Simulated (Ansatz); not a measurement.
Consider the ligand exchange at a Ti–C bond: `[CH3][Ti]([F])([F])[Cl]` + HI → `[F][Ti]([F])([Cl])[I]` + CH₄.

Calculated with Ansatz (gas phase, PBE0-D4/def2-TZVP geometries, no zero-point term in ΔE). CCSD(T)/CBS is the MP2 limit (def2-TZVPP, def2-QZVPP) plus CCSD(T) − MP2 in def2-TZVPP, frozen cores. This one scheme is used for every species. Functionals use def2-TZVPP. HSE06 is defined as in plane-wave codes. Elements past krypton have def2 core potentials. For I, Ti outer-core shells are correlated without core-valence functions, which leaves a few kJ/mol of doubt a bond. Scalar relativity is left out up to krypton.

`[CH3][Ti]([F])([F])[Cl]`:

```xyz
8

C     0.660    0.843    0.066
Ti   -0.655   -0.702   -0.019
F    -1.097   -1.020    1.640
F    -1.993   -0.114   -0.973
Cl    0.429   -2.352   -0.963
H     0.156    1.694    0.534
H     1.526    0.546    0.663
H     0.973    1.105   -0.948
```

HI:

Z-matrix (Å, degrees):
```
I
H 1 1.610
```

`[F][Ti]([F])([Cl])[I]`:

```xyz
5

F    -0.089    1.800   -0.263
Ti    0.124    0.097   -0.024
F     1.540   -0.435   -0.871
Cl    0.330   -0.329    2.093
I    -1.905   -1.134   -0.935
```

CH₄:

Z-matrix (Å, degrees):
```
C
H 1 1.090
H 1 1.090 2 109.5
H 1 1.090 2 109.5 3 -120.0
H 1 1.090 2 109.5 3 120.0
```

```json
{"level": "PBE-D4", "ΔE (eV)": "-1.77"}
{"level": "B2PLYP", "ΔE (eV)": "-1.81"}
{"level": "BLYP", "ΔE (eV)": "-1.73"}
{"level": "PBE0", "ΔE (eV)": "-1.67"}
{"level": "r2SCANh", "ΔE (eV)": "-1.74"}
{"level": "r2SCAN0", "ΔE (eV)": "-1.69"}
{"level": "HSE06", "ΔE (eV)": "-1.68"}
{"level": "SCS-MP2/def2-QZVPP", "ΔE (eV)": "-1.69"}
```

(1) What does CCSD(T)/CBS give? (Best estimate.)

(2) What do rigid-rotor, harmonic-oscillator terms from PBE0-D4/def2-TZVP frequencies (298.15 K, 1 bar) make of the CCSD(T)/CBS value? (An estimate is asked.)

Largest T1 diagnostic among the species: 0.023, so the coupled-cluster value is less sure than usual.

## Answers

(1) Ansatz gave: -1.63 eV. The listed levels differ from it by -0.14, -0.18, -0.10, -0.04, -0.11, -0.06, -0.05, -0.06 eV.

(2) Computed: ΔZPE = +0.15 eV, ΔH = -1.48 eV, ΔS = -12 J/(mol·K), ΔG = -1.44 eV.

In def2-TZVPP, CCSD(T) changes the Hartree–Fock value by −0.17 eV (the triples alone add −0.17 eV) and MP2 by −0.36 eV. Leaving LDA and LC-ωPBE aside and taking each functional with its dispersion term where it has one, the values, not all of them listed here, spread over 0.26 eV, from B2PLYP to ωB97M-V. From PBE to PBE0 (25 % exact exchange), in def2-TZVPP and without D4, ΔE moves by +0.08 eV.
